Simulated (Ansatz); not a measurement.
[closo-1-(F)B9H8]2- (B9H8F²⁻), relaxed as a singlet with RKS r2SCAN-D4/def2-SVPD in Ansatz, starting from the GFN2-xTB geometry. Force threshold 0.02 eV/Å.

A multiply charged anion in the gas phase is held together partly by the finite basis. The highest occupied level of the charge -2 singlet lies above zero (up to 3.59 eV). The electron is either unbound and held by the finite basis, or the level is raised by self-interaction error. Another isomer (singlet) lies 0.08 eV lower at PBE0-D4/def2-TZVPD; other spin states weren't run for this one.

Start:

```xyz
18

B     0.165   -1.401   -0.360
B    -0.172    0.741    1.245
B    -0.018   -0.942    1.259
B     0.813    1.413    0.045
B    -1.321   -0.574    0.246
B    -0.800   -0.428   -1.355
B     0.749    0.260   -1.205
B     1.308   -0.094    0.634
B    -0.726    1.094   -0.601
F    -0.031   -1.840    2.455
H     0.477   -2.542   -0.678
H    -0.489    1.371    2.246
H     1.421    2.483    0.060
H    -2.468   -0.894    0.526
H    -1.395   -0.734   -2.387
H     1.488    0.358   -2.185
H     2.447   -0.288    1.037
H    -1.449    2.016   -0.982
```

**Question.** Estimate the energy that the relaxation releases and the steps that it takes.

**Answer.** 0.13 eV, in 5 steps; 42 s on 4 threads of Arm Neoverse V1 on a shared host. No frequencies were taken in this run, so the end may be a saddle point.

**Question.** Does the start keep its bonding and symmetry?

**Answer.** By distances, no bond broke or formed. The bond that changes most is B3–F10, from 1.50 to 1.42 Å (atoms count from 1). Point group C2v at the start, C2v at the end, both within 0.05 Å.

**Question.** Predict the relaxed structure.

**Answer.** 
| atom | x (Å) | y (Å) | z (Å) |
| --- | --- | --- | --- |
| B1 | 0.162 | -1.394 | -0.357 |
| B2 | -0.171 | 0.736 | 1.238 |
| B3 | -0.017 | -0.969 | 1.293 |
| B4 | 0.829 | 1.444 | 0.042 |
| B5 | -1.312 | -0.569 | 0.246 |
| B6 | -0.814 | -0.434 | -1.386 |
| B7 | 0.750 | 0.269 | -1.216 |
| B8 | 1.300 | -0.094 | 0.633 |
| B9 | -0.728 | 1.102 | -0.612 |
| F10 | -0.030 | -1.822 | 2.430 |
| H11 | 0.459 | -2.544 | -0.638 |
| H12 | -0.475 | 1.331 | 2.259 |
| H13 | 1.430 | 2.501 | 0.057 |
| H14 | -2.441 | -0.916 | 0.550 |
| H15 | -1.403 | -0.738 | -2.407 |
| H16 | 1.474 | 0.380 | -2.195 |
| H17 | 2.421 | -0.302 | 1.068 |
| H18 | -1.434 | 2.019 | -1.005 |
Bond lengths: 21 × B–B 1.71 to 2.00 Å; 1 × B–F 1.42 Å; 8 × B–H 1.22 Å.
